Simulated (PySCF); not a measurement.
[TaH6]−: from a saddle point downhill

PySCF 2.14.0, RKS PBE0, Ta def2-SVP with ECP60, H def2-SVP; non-relativistic Hamiltonian with scalar-relativistic core potentials where named; density fitting; no spin-orbit coupling. Relaxed within the symmetry of its start, the geometry (D3h) is

```xyz
7

Ta    0.0000    0.0000    0.0000
H     1.4520    0.0000    1.1068
H    -0.7260    1.2575    1.1068
H    -0.7260   -1.2575    1.1068
H     1.4520    0.0000   -1.1068
H    -0.7260    1.2575   -1.1068
H    -0.7260   -1.2575   -1.1068
```

and its lowest harmonic modes are -526, 158, 158, 563, 563, 727 cm⁻¹ (negative: unstable). It was moved along the lowest mode and relaxed again, within the group C3v that the move left.

Where does it end, and how much lower?

In C3v, 0.212 eV lower, after 6 steps:
```xyz
7

Ta    0.0000    0.0000    0.1071
H     1.6810    0.0000    0.8402
H    -0.8405    1.4558    0.8402
H    -0.8405   -1.4558    0.8402
H     1.1530    0.0000   -1.2451
H    -0.5765    0.9986   -1.2451
H    -0.5765   -0.9986   -1.2451
```

How do the contacts change?


```json
{"contact": "Ta1–H2 (H)", "saddle (Å)": "1.826", "end (Å)": "1.834"}
{"contact": "Ta1–H3 (H)", "saddle (Å)": "1.826", "end (Å)": "1.834"}
{"contact": "Ta1–H4 (H)", "saddle (Å)": "1.826", "end (Å)": "1.834"}
{"contact": "Ta1–H5 (H)", "saddle (Å)": "1.826", "end (Å)": "1.777"}
{"contact": "Ta1–H6 (H)", "saddle (Å)": "1.826", "end (Å)": "1.777"}
{"contact": "Ta1–H7 (H)", "saddle (Å)": "1.826", "end (Å)": "1.777"}
```


Is the end a minimum?

Yes; lowest modes 478, 478, 561, 673, 676, 676 cm⁻¹.

State: singlet.
